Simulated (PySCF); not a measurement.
C3H5BO2, SMILES C=CB(O)C=O. Atoms are numbered in the order given.

```xyz
11

C      2.5205     0.3569    -0.2294
C      1.4718    -0.4816    -0.1595
B      0.0121     0.0181    -0.0029
O     -0.2994     1.3279     0.0652
C     -1.2832    -0.9515     0.0963
O     -2.3805    -0.4350     0.2202
H      2.3758     1.4416    -0.1782
H      3.5525     0.0056    -0.3390
H      1.6702    -1.5601    -0.2152
H     -1.2679     1.4086     0.1632
H     -1.2072    -2.0715     0.0557
```

Geometry: B3LYP-D3(BJ)/def2-SVP. This is a generated structure with no PubChem entry under its InChIKey; it may be hypothetical. Other conformers were not sampled.

Two levels are set side by side: PBE/pcSseg-1 (PySCF) and B3LYP/pcSseg-1 (PySCF). GIAO shifts against BF3 (¹¹B), H2O (¹⁷O), TMS (¹H), TMS (¹³C) at the same level; non-relativistic, no solvent, atoms listed together averaged. Differences are taken from unrounded values.

| quantity | B3LYP |
|---|---|
| δ(¹³C) of C1 (ppm) | 158.4 |
| δ(¹³C) of C2 (ppm) | 141.1 |
| δ(¹¹B) of B3 (ppm) | 13.2 |
| δ(¹⁷O) of O4 (ppm) | 161.1 |
| δ(¹³C) of C5 (ppm) | 243.7 |
| δ(¹⁷O) of O6 (ppm) | 877.5 |
| δ(¹H) of H9 (ppm) | 6.86 |
| δ(¹H) of H10 (ppm) | 7.13 |
| δ(¹H) of H11 (ppm) | 11.52 |

Problem. What does PBE give, and how far is it from B3LYP? (The exact figures need the calculation; the answer reports its results.)

Solution. 
```json
[
 {"quantity": "δ(¹³C) of C1 (ppm)", "PBE": "156.7", "PBE minus B3LYP": "-1.7"},
 {"quantity": "δ(¹³C) of C2 (ppm)", "PBE": "141.2", "PBE minus B3LYP": "0.2"},
 {"quantity": "δ(¹¹B) of B3 (ppm)", "PBE": "10.3", "PBE minus B3LYP": "-3.0"},
 {"quantity": "δ(¹⁷O) of O4 (ppm)", "PBE": "174.0", "PBE minus B3LYP": "12.9"},
 {"quantity": "δ(¹³C) of C5 (ppm)", "PBE": "243.7", "PBE minus B3LYP": "0.0"},
 {"quantity": "δ(¹⁷O) of O6 (ppm)", "PBE": "866.7", "PBE minus B3LYP": "-10.9"},
 {"quantity": "δ(¹H) of H9 (ppm)", "PBE": "7.05", "PBE minus B3LYP": "0.19"},
 {"quantity": "δ(¹H) of H10 (ppm)", "PBE": "7.22", "PBE minus B3LYP": "0.09"},
 {"quantity": "δ(¹H) of H11 (ppm)", "PBE": "11.84", "PBE minus B3LYP": "0.32"}
]
```

Rough cost on one machine, each run with all the roots and properties that it gave: B3LYP against PBE within a factor of 2.
